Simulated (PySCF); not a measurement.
C3H6O3S.
SMILES with atom numbers: `[CH2:1]=[CH:2][S:3](=[O:4])(=[O:5])[O:6][CH3:7]` (hydrogens: H8, H9 on C1; H10 on C2; H11, H12, H13 on C7)

The same species was optimised twice, with GFN2-xTB and with PBE0-D3(BJ)/def2-SVP (PySCF), and the same property calculations (PySCF, gas phase) were run on both structures.

```json
{"coordinate": "C2–S3 (Å)", "GFN2-xTB": "1.788", "PBE0-D3(BJ)/def2-SVP": "1.763", "change": "-0.025"}
{"coordinate": "S3=O5 (Å)", "GFN2-xTB": "1.423", "PBE0-D3(BJ)/def2-SVP": "1.444", "change": "+0.021"}
{"coordinate": "S3=O4 (Å)", "GFN2-xTB": "1.432", "PBE0-D3(BJ)/def2-SVP": "1.452", "change": "+0.020"}
{"coordinate": "C1=C2 (Å)", "GFN2-xTB": "1.312", "PBE0-D3(BJ)/def2-SVP": "1.329", "change": "+0.017"}
{"coordinate": "O6–C7 (Å)", "GFN2-xTB": "1.411", "PBE0-D3(BJ)/def2-SVP": "1.420", "change": "+0.009"}
{"coordinate": "S3–O6 (Å)", "GFN2-xTB": "1.615", "PBE0-D3(BJ)/def2-SVP": "1.622", "change": "+0.007"}
{"coordinate": "O4–S3–O5 (°)", "GFN2-xTB": "119.8", "PBE0-D3(BJ)/def2-SVP": "122.3", "change": "+2.5"}
{"coordinate": "S3–O6–C7 (°)", "GFN2-xTB": "117.4", "PBE0-D3(BJ)/def2-SVP": "118.8", "change": "+1.4"}
{"coordinate": "O5–S3–O6 (°)", "GFN2-xTB": "106.5", "PBE0-D3(BJ)/def2-SVP": "105.3", "change": "-1.2"}
{"coordinate": "C1–C2–S3 (°)", "GFN2-xTB": "119.0", "PBE0-D3(BJ)/def2-SVP": "119.9", "change": "+0.9"}
{"coordinate": "C2–S3–O4 (°)", "GFN2-xTB": "109.0", "PBE0-D3(BJ)/def2-SVP": "108.1", "change": "-0.9"}
{"coordinate": "O4–S3–O6 (°)", "GFN2-xTB": "108.8", "PBE0-D3(BJ)/def2-SVP": "108.3", "change": "-0.5"}
{"coordinate": "C2–S3–O5 (°)", "GFN2-xTB": "109.7", "PBE0-D3(BJ)/def2-SVP": "109.3", "change": "-0.4"}
{"coordinate": "C2–S3–O6 (°)", "GFN2-xTB": "101.4", "PBE0-D3(BJ)/def2-SVP": "101.6", "change": "+0.2"}
{"coordinate": "C1–C2–S3–O4 (°)", "GFN2-xTB": "-144", "PBE0-D3(BJ)/def2-SVP": "-135", "change": "+9"}
{"coordinate": "C2–S3–O6–C7 (°)", "GFN2-xTB": "86", "PBE0-D3(BJ)/def2-SVP": "91", "change": "+5"}
```

Rotational constants: A = 3401, B = 2006, C = 1725 MHz (GFN2-xTB) against A = 3527, B = 1903, C = 1697 MHz (PBE0-D3(BJ)/def2-SVP). Point groups within 0.08 Å: C1 and C1.

On the GFN2-xTB structure: HOMO (eV) -8.76 [PBE0/pcSseg-1]; LUMO (eV) -1.23 [PBE0/pcSseg-1]; dipole (D) 4.41 [PBE0/pcSseg-1]; GIAO shielding of C1 (ppm) 50.8 [PBE0/pcSseg-1]; GIAO shielding of C2 (ppm) 42.4 [PBE0/pcSseg-1]; GIAO shielding of S3 (ppm) 194.6 [PBE0/pcSseg-1]; GIAO shielding of O4/O5 (mean) (ppm) 131.0 [PBE0/pcSseg-1]; GIAO shielding of O6 (ppm) 158.8 [PBE0/pcSseg-1]; GIAO shielding of C7 (ppm) 132.4 [PBE0/pcSseg-1].

**Question.** What do these properties become on the PBE0-D3(BJ)/def2-SVP structure?

**Answer.** 
```csv
property,level,on GFN2-xTB,on PBE0-D3(BJ)/def2-SVP,change
HOMO (eV),PBE0/pcSseg-1,-8.76,-8.67,+0.09
LUMO (eV),PBE0/pcSseg-1,-1.23,-1.34,-0.11
dipole (D),PBE0/pcSseg-1,4.41,4.26,-0.15
"energy, GFN2-xTB geometry as zero (kcal/mol)",PBE0/pcSseg-1,0.0,-2.5,-2.5
GIAO shielding of C1 (ppm),PBE0/pcSseg-1,50.8,46.8,-4.0
GIAO shielding of C2 (ppm),PBE0/pcSseg-1,42.4,42.7,+0.3
GIAO shielding of S3 (ppm),PBE0/pcSseg-1,194.6,181.5,-13.1
GIAO shielding of O4/O5 (mean) (ppm),PBE0/pcSseg-1,131.0,114.8,-16.2
GIAO shielding of O6 (ppm),PBE0/pcSseg-1,158.8,157.4,-1.4
GIAO shielding of C7 (ppm),PBE0/pcSseg-1,132.4,130.2,-2.2
```

The heavy atoms differ by 0.079 Å rms after alignment. Among bonds between heavy atoms C2–S3 changes most (-0.025 Å). Changes are differences of the printed values. Neither structure is proved a minimum here.

Shape of the structure used: `[CH2:1]=[CH:2][S:3](=[O:4])(=[O:5])[O:6][CH3:7]`: C1–C2–S3–O4 -135°, C2–S3–O6–C7 91°.
